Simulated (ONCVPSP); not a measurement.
**Sn: one change to an ONCV potential, before and after**

- Element: tin (Sn)
- Generator: ONCVPSP 4.0.1
- Type: optimised norm-conserving Vanderbilt (ONCV)
- Functional: PBE
- Relativity: scalar-relativistic
- Frozen core: [Kr] 4d10
- Valence charge: 4
- Reference configuration: 5s1 5p3
- Partial waves: 5s: rc 2.05 bohr, ncon 3, nbas 7, qcut 2.6 1/bohr, 1 projector; 5p: rc 2.35 bohr, ncon 3, nbas 6, qcut 4 1/bohr, 1 projector; d scattering state at 0.1 Ha: rc 2.00 bohr, ncon 3, nbas 7, qcut 4.8 1/bohr, 3 projectors, debl 2.4 Ha
- Local potential: polynomial inside 1.95 bohr (lpopt 5, dvloc0 0 Ha)
- Core correction: none

All-electron outer shells of the reference configuration (PBE, scalar-relativistic, ld1.x):

| shell | level (eV) | outermost node (bohr) | outermost maximum (bohr) |
| --- | --- | --- | --- |
| 4p | -91.24 | 0.41 | 0.79 |
| 4d | -27.32 | 0.39 | 0.88 |
| 5s | -11.41 | 0.98 | 1.99 |
| 5p | -4.32 | 1.09 | 2.52 |

Change: core correction Teter function fitted to the true core (icmod 2), fcfact 0.55.

Cutoffs: the cutoffs (Ha) at which the residual kinetic energy of the hardest occupied pseudo-wave falls to 1 and 0.1 mHa per electron; they do not see the model core or the augmentation charge, which bear on the density cutoff. Errors are all-electron minus pseudo energies relative to the spin-unpolarised reference configuration.

What does the change do?

The potential gets neither clearly harder nor softer (25 Ha and 43 Ha → 25 Ha and 43 Ha); both files keep a bound ghost (d); of the 4 tests that both files solve, the error grows in 0 and shrinks in 3 by more than 15 % and 0.3 meV (median size 33.9 → 5.6 meV). Exchange and correlation are not linear in the density, so unscreening with the valence charge alone errs where core and valence overlap; a model core restores that term. A model core, the more so a compact one, raises the density cutoff, which this test does not measure.

| quantity | base | changed |
| --- | --- | --- |
| cutoff, loose | 25 Ha | 25 Ha |
| cutoff, tight | 43 Ha | 43 Ha |
| bound ghosts | d | d |
| GHOST(+) flags under 300 eV | s at 1.0 eV | s at 1.0 eV |
| error for 5s2 5p2, meV [ΔE -6.98 eV] | +17 | -17 |
| error for 5s2 5p1, meV [ΔE -0.10 eV] | +51 | -9.6 |
| error for 5s2 5p0, meV [ΔE 13.85 eV] | +192 | -0.1 |
| error for 5s1 5p2, meV [ΔE 7.55 eV] | +9.9 | +1.7 |
| s: phases at 2.08 bohr within 0.05 rad from the reference energy up to (Ha; the scan ends near 5) | -0.1 | -0.1 |
| p: phases at 2.39 bohr within 0.05 rad from the reference energy up to (Ha; the scan ends near 5) | 0.9 | 0.9 |
| d: phases at 2.03 bohr within 0.05 rad from the reference energy up to (Ha; the scan ends near 5) | to the end of the scan | to the end of the scan |

Base: The cutoffs count occupied waves only; projector 3 of the d channel, the hardest unoccupied one, needs 94 Ha at the loose tolerance. Changed file: The cutoffs count occupied waves only; projector 3 of the d channel, the hardest unoccupied one, needs 94 Ha at the loose tolerance. A true bound ghost makes a file unfit for plane-wave use even where its test errors are small: the radial tests pick states by their node count and pass the ghost by.
